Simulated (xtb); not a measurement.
H2Te, charge +1, doublet, at a GFN2-xTB geometry (a state made from the parent by changing its charge; the spin is typed, not shown lowest); GFN1-xTB (xtb).

Here is a job for xtb.
```
$ xtb mol.xyz --gfn 1 --chrg 1 --uhf 1 --json

# file mol.xyz
3

Te    -0.00025533     0.04223806     0.00196862
H     -1.17931590    -1.10419009    -0.07625629
H      1.19259301    -1.09218903    -0.02611171
```

Write the output that xtb gives for this input, abridged.


```
   ID    Z sym.   atoms
    1   52 Te     1
    2    1 H      2, 3

           -------------------------------------------------
          |                Calculation Setup                |
           -------------------------------------------------

           -------------------------------------------------
          |                 G F N 1 - x T B                 |
           -------------------------------------------------

          ...................................................
          :                      SETUP                      :
          :.................................................:
          :  # basis functions                  14          :
          :  # atomic orbitals                  13          :
          :  # shells                            7          :
          :  # electrons                         7          :
          :  # halogen bonds                     0          :
          :  max. iterations                   250          :
          :  Hamiltonian                  GFN1-xTB          :
          :  restarted?                      false          :
          :  GBSA solvation                  false          :
          :  PC potential                    false          :
          :  electronic temp.          300.0000000     K    :
          :  accuracy                    1.0000000          :
          :  -> integral cutoff          0.2500000E+02      :
          :  -> integral neglect         0.1000000E-07      :
          :  -> SCF convergence          0.1000000E-05 Eh   :
          :  -> wf. convergence          0.2000000E-04 e    :
          :  Broyden damping             0.4000000          :
          :  net charge                          1          :
          :  unpaired electrons                  1          :
          ...................................................

 iter      E             dE          RMSdq      gap      omega  full diag
   1     -4.3145116 -0.431451E+01  0.126E+00    5.95       0.0  T
   2     -4.3163970 -0.188540E-02  0.907E-01    5.79       1.0  T
   3     -4.3164077 -0.106572E-04  0.520E-01    5.80       1.0  T
   4     -4.3164077 -0.485800E-07  0.162E-04    5.80     357.3  T
   5     -4.3164077 -0.700968E-10  0.684E-07    5.80   84397.2  T

   *** convergence criteria satisfied after 5 iterations ***

         :::::::::::::::::::::::::::::::::::::::::::::::::::::
         ::                     SUMMARY                     ::
[...]
         :: total energy              -4.305493709028 Eh    ::
[...]
      -------------------------------------------------------------
         1        2.0000           -1.4681209             -39.9496
         2        2.0000           -0.8176475             -22.2493
         3        2.0000           -0.7955376             -21.6477
         4        1.0000           -0.7243413             -19.7103 (HOMO)
         5                         -0.5112128             -13.9108 (LUMO)
         6                         -0.4373510             -11.9009
         7                         -0.3653927              -9.9428
         8                         -0.3454306              -9.3996
         9                         -0.3407346              -9.2719
        10                         -0.3407346              -9.2719
        11                         -0.3407346              -9.2719
        12                          0.0244886               0.6664
        13                          0.5847344              15.9114
      -------------------------------------------------------------
                  HL-Gap            0.2131285 Eh            5.7995 eV
             Fermi-level           -0.6888583 Eh          -18.7448 eV

  Mulliken/CM5 charges         n(s)   n(p)   n(d)
     1Te    0.51694  0.44187   1.995  3.499 -0.011
     2H     0.24153  0.27907   0.758  0.000  0.000
     3H     0.24153  0.27907   0.758  0.000  0.000

Wiberg/Mayer (AO) data.
largest (>0.10) Wiberg bond orders for each atom

 ---------------------------------------------------------------------------
     #   Z sym  total        # sym  WBO       # sym  WBO       # sym  WBO
 ---------------------------------------------------------------------------
     1  52 Te   1.863 --     3 H    0.932     2 H    0.932
     2   1 H    0.942 --     1 Te   0.932
     3   1 H    0.942 --     1 Te   0.932
 ---------------------------------------------------------------------------

Topologies differ in total number of bonds
Writing topology from bond orders to xtbtopo.mol

 dipole moment from electron density (au)
     X       Y       Z
   0.0051  -0.8412  -0.0392  total (Debye):    2.140

           -------------------------------------------------
          | TOTAL ENERGY               -4.305493709028 Eh   |
          | GRADIENT NORM               0.013266300765 Eh/α |
          | HOMO-LUMO GAP               5.799521597861 eV   |
           -------------------------------------------------

normal termination of xtb
```
